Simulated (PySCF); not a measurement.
C₄H₇FSi, SMILES C[Si@H]1C=C[C@H]1F. Coordinates come from a PBE-D3(BJ)/def2-SVP optimisation. The structure was generated by enumeration; whether it is a known compound was not checked.

All values below come from PBE-D3(BJ)/def2-SVP (PySCF).

Harmonic wavenumbers (cm⁻¹): 111, 121, 130, 242, 312, 446, 516, 574, 662, 678, 701, 763, 786, 801, 873, 957, 970, 992, 1059, 1115, 1211, 1242, 1284, 1375, 1380, 1551, 2126, 2970, 2978, 3039, 3077, 3089, 3135. Rotational constants (GHz): 3.704, 2.756, 1.903; symmetry number 1.

Question: Work out the zero-point energy and the ideal-gas rigid-rotor harmonic-oscillator thermochemistry at 298.15 K and 1 atm.

Answer: ZPE = ½ Σ hcν = ½ × 41264 cm⁻¹ = 58.99 kcal/mol. H − E(el) = 64.22 kcal/mol. Entropy in cal/(mol K): translation 39.78, rotation 27.21, vibration 16.77, total 83.75. G − E(el) = 39.25 kcal/mol. Cp = 28.66 cal/(mol K). Modes under 150 cm⁻¹ make the vibrational entropy uncertain.
